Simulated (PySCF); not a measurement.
H$_{3}$Al, charge +1, doublet, at a GFN2-xTB geometry (such geometries of metal compounds can be far from the true shape) (a state made from the parent by changing its charge; the spin is typed, not shown lowest). Base run: HF/cc-pVTZ (PySCF).

Here is a job for PySCF.
```python
from pyscf import gto, scf

mol = gto.M(
    atom='''
Al    0.000000   -0.000000    0.000000
H     0.663558   -0.469880    1.381893
H    -0.284627    1.555547   -0.264546
H    -0.378930   -1.085667   -1.117347
''',
    basis='cc-pvtz',
    charge=1,
    spin=1,
    verbose=5,
)

mf = scf.UHF(mol)
mf.kernel()
mf.analyze()
```

Each row names what was changed in the base input (with any setting that the change needs).

| change | ΔE vs base (mEh) | fitting functions |
|---|---|---|
| base | 0.000 | - |
| auxbasis = def2-universal-jkfit | -0.006 | 182 |
| exchange = seminumerical (SGX) (with mf = sgx.sgx_fit(mf, auxbasis='def2-universal-jfit'); with mf.with_df.dfj = True) | -0.117 | 84 |
| auxbasis = default (with mf = mf.density_fit()) | 0.013 | 211 |
| auxbasis = cc-pvdz-jkfit | 0.012 | 181 |
| only_dfj = on; auxbasis = def2-universal-jfit | -0.121 | 84 |
| auxbasis = even-tempered beta=1.6 | 0.004 | 469 |
| auxbasis = def2-universal-jfit | 1094.0 | 84 |
| auxbasis = even-tempered beta=3.0 | -0.183 | 223 |
| auxbasis = cc-pvqz-jkfit | 0.013 | 301 |

A fitting set is made for a task (jfit for Coulomb, jkfit for Coulomb and exchange, ri for correlation) and for a family of orbital bases.

Open shells are given as the SCF converged; they aren't shown to be the lowest states, and a large step between rows can be another state.
